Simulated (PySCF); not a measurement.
iodoethane (C₂H₅I), singlet, geometry from GFN2-xTB (core potentials on I), with bond 4-1 at 1.3 times its length; BLYP/def2-SVP run with PySCF.

Here is a job for PySCF.
```python
from pyscf import gto, scf, dft

mol = gto.Mole()
mol.atom = '''
    C    -2.412823   -0.334392   -0.197349
    C    -1.092972   -1.035023   -0.421310
    I     0.589374    0.225239    0.102135
    H    -2.573415    0.027778    1.160575
    H    -3.226176   -1.005025   -0.473460
    H    -2.487228    0.564973   -0.805280
    H    -1.000851   -1.924774    0.196018
    H    -0.951449   -1.300541   -1.465680
'''
mol.basis = 'def2-svp'
mol.ecp = {'I': 'def2-svp'}
mol.charge = 0
mol.spin = 0
mol.verbose = 4
mol.build()

mf = dft.RKS(mol)
mf.xc = 'blyp'
mf.conv_tol = 1e-12
mf.kernel()
mf.analyze()
```

Problem. Predict the main parts of the log of this PySCF run.

Solution. 
```
PySCF version 2.14.0

[INPUT] verbose = 4
[INPUT] num. atoms = 8
[INPUT] num. electrons = 42
[INPUT] charge = 0
[INPUT] spin (= nelec alpha-beta = 2S) = 0
[INPUT] symmetry False subgroup None
[INPUT] Mole.unit = angstrom
[INPUT] Symbol           X                Y                Z      unit          X                Y                Z       unit  Magmom
[INPUT]  1 C     -2.412823000000  -0.334392000000  -0.197349000000 AA   -4.559574657051  -0.631909298246  -0.372935560957 Bohr   0.0
[INPUT]  2 C     -1.092972000000  -1.035023000000  -0.421310000000 AA   -2.065417741818  -1.955910002626  -0.796160513541 Bohr   0.0
[INPUT]  3 I      0.589374000000   0.225239000000   0.102135000000 AA    1.113755444939   0.425640022571   0.193007177732 Bohr   0.0
[INPUT]  4 H     -2.573415000000   0.027778000000   1.160575000000 AA   -4.863049554848   0.052492812288   2.193168897017 Bohr   0.0
[INPUT]  5 H     -3.226176000000  -1.005025000000  -0.473460000000 AA   -6.096589069645  -1.899221998341  -0.894709730937 Bohr   0.0
[INPUT]  6 H     -2.487228000000   0.564973000000  -0.805280000000 AA   -4.700179729350   1.067644237774  -1.521758653590 Bohr   0.0
[INPUT]  7 H     -1.000851000000  -1.924774000000   0.196018000000 AA   -1.891334281497  -3.637295711684   0.370420335485 Bohr   0.0
[INPUT]  8 H     -0.951449000000  -1.300541000000  -1.465680000000 AA   -1.797978031491  -2.457666303768  -2.769733786253 Bohr   0.0

nuclear repulsion = 119.742667681393
number of shells = 37
number of NR pGTOs = 144
number of NR cGTOs = 79
basis = def2-svp
ecp = {'I': 'def2-svp'}

******** <class 'pyscf.dft.rks.RKS'> ********
method = RKS
initial guess = minao
damping factor = 0
level_shift factor = 0
DIIS = <class 'pyscf.scf.diis.CDIIS'>
diis_start_cycle = 1
diis_space = 8
diis_damp = 0
SCF conv_tol = 1e-12
SCF conv_tol_grad = None
SCF max_cycles = 50
direct_scf = True
direct_scf_tol = 1e-13
XC library pyscf.dft.libxc version 7.1.2
    S. Lehtola, C. Steigemann, M. J. T. Oliveira, and M. A. L. Marques,  SoftwareX 7, 1–5 (2018)
XC functionals = blyp
    A. D. Becke,  Phys. Rev. A 38, 3098 (1988)
    C. Lee, W. Yang, and R. G. Parr,  Phys. Rev. B 37, 785 (1988)
    B. Miehlich, A. Savin, H. Stoll, and H. Preuss,  Chem. Phys. Lett. 157, 200 (1989)
radial grids:
    Treutler-Ahlrichs [JCP 102, 346 (1995); DOI:10.1063/1.469408] (M4) radial grids

becke partition: Becke, JCP 88, 2547 (1988); DOI:10.1063/1.454033
pruning grids: <function nwchem_prune>
grids dens level: 3
symmetrized grids: False
atomic radii adjust function: <function treutler_atomic_radii_adjust>
small_rho_cutoff = 0
Set gradient conv threshold to 1e-06
Initial guess from minao.
tot grids = 99240
init E= -345.748238879295
  HOMO = -0.64852480945998  LUMO = -0.623510643177973  gap/eV = 0.68067
cycle= 1 E= -373.598238498916  delta_E= -27.8  |g|= 3.57  |ddm|= 9.13
  HOMO = 0.0193302752663902  LUMO = 0.0291329680604308  gap/eV = 0.26674
cycle= 2 E= -362.711609607365  delta_E= 10.9  |g|= 5.47  |ddm|= 18.4
  HOMO = -0.0674315665284535  LUMO = -0.0150183793160803  gap/eV = 1.42624
cycle= 3 E= -374.748697807264  delta_E=  -12  |g|= 1.98  |ddm|= 17.5
  HOMO = -0.189139388119693  LUMO = -0.0853484043518993  gap/eV = 2.82430
cycle= 4 E= -376.205506134719  delta_E= -1.46  |g|= 1.33  |ddm|= 5.45
  HOMO = -0.130650052816549  LUMO = -0.0482539562882121  gap/eV = 2.24211
cycle= 5 E= -376.647653935261  delta_E= -0.442  |g|= 0.407  |ddm|= 1.26
  HOMO = -0.208587056933176  LUMO = -0.0559838696079886  gap/eV = 4.15254
cycle= 6 E= -376.708802033459  delta_E= -0.0611  |g|= 0.175  |ddm|= 1.07
  HOMO = -0.209580348090301  LUMO = -0.0516739262126666  gap/eV = 4.29685
cycle= 7 E= -376.717117692795  delta_E= -0.00832  |g|= 0.036  |ddm|= 0.181
  HOMO = -0.210118358362564  LUMO = -0.0543731710795523  gap/eV = 4.23804
cycle= 8 E= -376.71745377134  delta_E= -0.000336  |g|= 0.0167  |ddm|= 0.0541
  HOMO = -0.211329714209717  LUMO = -0.0538331413429241  gap/eV = 4.28570
cycle= 9 E= -376.71751794327  delta_E= -6.42e-05  |g|= 0.00827  |ddm|= 0.0284
  HOMO = -0.211199293677729  LUMO = -0.0542670169990309  gap/eV = 4.27034
cycle= 10 E= -376.717538658332  delta_E= -2.07e-05  |g|= 0.00146  |ddm|= 0.0115
  HOMO = -0.211226614953991  LUMO = -0.0542411724221257  gap/eV = 4.27179
cycle= 11 E= -376.717539412467  delta_E= -7.54e-07  |g|= 0.000276  |ddm|= 0.00241
  HOMO = -0.211235279676341  LUMO = -0.0542381193837347  gap/eV = 4.27211
cycle= 12 E= -376.717539439345  delta_E= -2.69e-08  |g|= 4.64e-05  |ddm|= 0.00049
  HOMO = -0.211230633464295  LUMO = -0.054235248621735  gap/eV = 4.27206
cycle= 13 E= -376.717539440182  delta_E= -8.38e-10  |g|= 1.12e-05  |ddm|= 9.43e-05
  HOMO = -0.211230664513862  LUMO = -0.0542356263351866  gap/eV = 4.27205
cycle= 14 E= -376.717539440222  delta_E= -3.93e-11  |g|= 1.83e-06  |ddm|= 1.97e-05
  HOMO = -0.211230863027447  LUMO = -0.0542357922217604  gap/eV = 4.27205
cycle= 15 E= -376.717539440228  delta_E= -6.14e-12  |g|= 6.2e-07  |ddm|= 3.89e-06
  HOMO = -0.21123087179987  LUMO = -0.0542357874393495  gap/eV = 4.27205
cycle= 16 E= -376.717539440225  delta_E= 2.5e-12  |g|= 1.11e-07  |ddm|= 1.1e-06
  HOMO = -0.211230858641826  LUMO = -0.0542357738030006  gap/eV = 4.27205
cycle= 17 E= -376.717539440225  delta_E= 1.71e-13  |g|= 3.64e-08  |ddm|= 2.31e-07
  HOMO = -0.211230859361466  LUMO = -0.0542357779307263  gap/eV = 4.27205
Extra cycle  E= -376.717539440227  delta_E= -1.31e-12  |g|= 4.77e-08  |ddm|= 1.02e-07
converged SCF energy = -376.717539440227
**** SCF Summaries ****
Total Energy =                        -376.717539440226574
Nuclear Repulsion Energy =             119.742667681392831
One-electron Energy =                 -861.481077330278822
Two-electron Energy =                  365.020870208659403
Two-electron Coulomb Energy =          399.750521492795997
DFT Exchange-Correlation Energy =      -34.729651284136615
HOMO-LUMO gap [eV] =                     4.272053764053190
**** MO energy ****
MO #1   energy= -9.97037361345532  occ= 2
MO #2   energy= -9.95538459285036  occ= 2
MO #3   energy= -6.59317108621613  occ= 2
MO #4   energy= -4.66261653069067  occ= 2
MO #5   energy= -4.64705100530573  occ= 2
MO #6   energy= -4.64696076179164  occ= 2
MO #7   energy= -1.79756002013483  occ= 2
MO #8   energy= -1.79298726536011  occ= 2
MO #9   energy= -1.79289089574479  occ= 2
MO #10  energy= -1.78019771527322  occ= 2
MO #11  energy= -1.78019568635057  occ= 2
MO #12  energy= -0.70439046970704  occ= 2
MO #13  energy= -0.612616581160545 occ= 2
MO #14  energy= -0.533701818962788 occ= 2
MO #15  energy= -0.411324734248144 occ= 2
MO #16  energy= -0.387798440368716 occ= 2
MO #17  energy= -0.349406814222315 occ= 2
MO #18  energy= -0.304407475979762 occ= 2
MO #19  energy= -0.286843818473304 occ= 2
MO #20  energy= -0.211606814065362 occ= 2
MO #21  energy= -0.211230859361466 occ= 2
MO #22  energy= -0.0542357779307263 occ= 0
MO #23  energy= 0.0129032580279738 occ= 0
MO #24  energy= 0.0490673567661783 occ= 0
MO #25  energy= 0.0823149287895202 occ= 0
MO #26  energy= 0.098109470015487  occ= 0
MO #27  energy= 0.112022818754935  occ= 0
MO #28  energy= 0.169380937572848  occ= 0
MO #29  energy= 0.258653324048295  occ= 0
Dipole moment(X, Y, Z, Debye): -1.37345, -0.97664, -0.60959
```
